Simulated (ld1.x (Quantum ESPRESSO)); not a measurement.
**Transferability test, PAW potential for Bi (Z = 83)**

Bi, PAW, made with ld1.x (Quantum ESPRESSO) 7.5 (PBE, scalar-relativistic). Core [Xe] 4f14, reference 5d10 6s2 6p3. Waves: 6s (bound): rcut 1.65, rcutus 1.85 bohr; 6s channel at 0.05 Ry: rcut 1.65, rcutus 1.85 bohr; 6p (bound): rcut 1.90, rcutus 2.20 bohr; 6p channel at 1 Ry: rcut 1.90, rcutus 2.20 bohr; 5d (bound): rcut 1.95, rcutus 2.10 bohr; 5d channel at 0.1 Ry: rcut 1.95, rcutus 2.10 bohr. Local part: all-electron potential smoothed inside 1.70 bohr (lloc = -1). Core correction: Bessel-smoothed model core, default radius (core density twice the valence density). Augmentation charge: PSQ, inside the norm-conserving radii.

Energies are relative to the spin-unpolarised reference configuration 5d10 6s2 6p3; without spin polarisation the order of configurations can differ from experiment.

Its overlap operator is not positive definite in a basis up to 400 Ry (lowest eigenvalue d -0.33), so the file is unfit for use: the generalised eigenproblem breaks down once the basis is large enough, and its test numbers describe a broken file.

```csv
valence configuration,charge,ΔE all-electron (eV),error AE − PS (meV)
5d10 6s2 6p2,+1,7.913,-3.6
5d10 6s2 6p1,+2,23.160,-11
5d10 6s2 6p0,+3,46.502,-23
5d10 6s2 6p2.5,+0.5,3.097,-1.5
5d10 6s2 6p3.3,-0.3,-1.094,+0.5
5d9 6s2 6p3,+1,33.322,-68
5d10 6s1 6p3,+1,18.731,-5.8
```

Levels in the configuration 5d10 6s2 6p1:

```
level  all-electron (eV)  pseudo (eV)
   5d            -44.533      -44.541
   6s            -30.705      -30.705
   6p            -19.194      -19.194
```

Note: ghost state, extra bound levels that the all-electron valence spectrum of the same l lacks: s at -60.9 eV (d not tested). A true bound ghost makes a file unfit for plane-wave use.
